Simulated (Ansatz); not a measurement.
System: H₃BNO, charge 0, doublet. H3BNO (SMILES NB[O], doublet).
B3LYP-D3(BJ)/def2-TZVP minimum from Ansatz (a first-principles code):
```xyz
6

B      0.0059    -0.2824     0.3224
H     -0.0156    -0.9091     1.3594
O      0.2333    -1.0868    -0.7163
N     -0.1918     1.1046     0.3068
H     -0.3575     1.6291     1.1463
H     -0.1801     1.6539    -0.5354
```
Charge 0, spin multiplicity 2.

Total energies in hartree (Ansatz). UHF or UKS for unpaired electrons; spin-orbit terms are left out. Correlated methods leave the cores frozen. No relativity. Where a partner has so few electrons that a lower coupled-cluster level is exact, that level stands in.

```csv
species,HF/cc-pVTZ,CCSD(T)/cc-pVTZ,HF/cc-pVQZ,CCSD(T)/cc-pVQZ,CCSD(T)/cc-pVDZ,CCSDT(Q)/cc-pVDZ
"1: H3BNO (SMILES NB[O], doublet)",-155.85033,-156.39969,-155.86234,-156.44745,-156.23831,-156.24021
2: B (doublet),-24.53207,-24.59810,-24.53297,-24.60084,-24.58941,-24.58977
3: H (doublet),-0.49981,-0.49981,-0.49995,-0.49995,-0.49928,-0.49928
4: O (triplet),-74.81176,-74.97396,-74.81729,-74.99357,-74.90995,-74.91013
5: N (quartet),-54.40069,-54.51471,-54.40372,-54.52482,-54.47850,-54.47866
```

Work out the atomisation energy (electronic, to ground-state atoms) in kJ/mol: take Hartree-Fock from cc-pVQZ, extrapolate the CCSD(T) correlation energy as X^-3 (X = 3, 4), and add CCSDT(Q) - CCSD(T) in cc-pVDZ. 1 hartree = 2625.5 kJ/mol.


Species 1: correlation (64·(-0.58511) - 27·(-0.54936))/37 = -0.61120; step -0.00190; E1 = -155.86234 + (-0.61120) + (-0.00190) = -156.47544
Species 2: correlation (64·(-0.06787) - 27·(-0.06603))/37 = -0.06921; step -0.00036; E2 = -24.53297 + (-0.06921) + (-0.00036) = -24.60254
Species 3: correlation (64·(0.00000) - 27·(0.00000))/37 = 0.00000; step +0.00000; E3 = -0.49995 + (0.00000) + (+0.00000) = -0.49995
Species 4: correlation (64·(-0.17628) - 27·(-0.16220))/37 = -0.18655; step -0.00018; E4 = -74.81729 + (-0.18655) + (-0.00018) = -75.00402
Species 5: correlation (64·(-0.12110) - 27·(-0.11402))/37 = -0.12627; step -0.00016; E5 = -54.40372 + (-0.12627) + (-0.00016) = -54.53015
-1·E1 +1·E2 +3·E3 +1·E4 +1·E5 = 0.83888 hartree = 2202.5 kJ/mol.
